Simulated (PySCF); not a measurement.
AlCl2, SMILES [Cl][Al][Cl], multiplicity 2. Geometry optimised at r2SCAN-D4/def2-TZVP. The multiplicity is an assumed one; other spin states were not compared. The isomer is the one that the SMILES or the coordinates give; other isomers of the formula were not compared.

Computed equilibrium geometry at r2SCAN-D4/def2-TZVP (PySCF confirms it by a frequency run) as bond lengths and angles, and its point group:
point group C2v.
Atoms: Al1 Cl2 Cl3. Bond lengths (Å): Al1–Cl2 2.104, Al1–Cl3 2.104. Bond angles (°): Cl2–Al1–Cl3 118.7.
Charge 0, spin multiplicity 2.
